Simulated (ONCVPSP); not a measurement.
**Logarithmic derivatives: Rb, ONCV**

ONCVPSP 4.0.1 input, shortened (lines: element, Z, core and valence counts, functional; n l f; lmax; l rc ep ncon nbas qcut; lloc lpopt rc5 dvloc0; l nproj debl; icmod fcfact rcfact), PBE, scalar-relativistic:

```
  Rb 37.00    6    2        4      upf
    1    0    2.00
    2    0    2.00
    2    1    6.00
    3    0    2.00
    3    1    6.00
    3    2   10.00
    4    0    2.00
    4    1    6.00
    2
    0    2.10    0.00    4    7    7.10
    1    2.35    0.00    4    8    6.20
    2    2.20    0.09    4    7    3.80
    4    5    1.95   -1.00
    0    2    1.30
    1    2    2.00
    2    3    0.40
    0    0.00    0.00
```

In the s channel the program set the typed energies aside and used -1.383, 0.250 Ha. In the d channel the program set the typed energies aside and used 0.050, 0.450, 0.850 Ha.

The phase is arctan(r·R′/R) of the radial function R(r), unwrapped; energies in Ha, scanned from -3 to 5 Ha. A pole is an energy at which the radial function vanishes at the test radius. The pseudo phase is shifted by a multiple of π to meet the all-electron one at the reference energy, and phase errors are pseudo minus all-electron; the curves can meet again beyond the range given. Levels narrower than the energy grid can be missing from the lists of poles. Where the grid stepped over a known ghost or core level, its pole and its step of π were put in at the level’s energy.

| channel | radius (bohr) | reference energy (Ha) | poles, all-electron | poles, pseudo | unbroken range about the reference energy with phases within 0.05 rad | phase error 1 Ha above the reference energy (rad) |
| --- | --- | --- | --- | --- | --- | --- |
| s | 2.13 | -1.38 | -0.97, 4.46 | -0.97, 4.29 | the whole range | -0.000 |
| p | 2.39 | -0.80 | -0.43, 3.68 | -0.43, 3.63 | the whole range | -0.000 |
| d | 2.24 | 0.05 | 1.04 | -0.31, 1.04 | above -0.3 | +0.000 |

Note: ghosts flagged at negative energy: d at -8.4 eV (a further GHOST(-) flag falls on a real empty level of the atom); GHOST(+) flagged for s at 191.7 eV. A true bound ghost makes a file unfit for plane-wave use.

Phases in the p channel:

```csv
E (Ha),all-electron,pseudo
-2.98,1.324,1.324
-2.54,1.284,1.284
-2.10,1.217,1.217
-1.66,1.067,1.067
-1.22,0.403,0.403
-0.78,-1.266,-1.266
-0.34,-1.613,-1.613
0.10,-1.786,-1.786
0.54,-2.019,-2.019
0.98,-2.717,-2.717
1.42,-3.991,-3.991
1.86,-4.394,-4.394
2.30,-4.538,-4.539
2.74,-4.615,-4.617
3.18,-4.667,-4.669
3.62,-4.707,-4.712
4.06,-4.745,-4.752
4.50,-4.784,-4.800
4.94,-4.835,-4.871
```
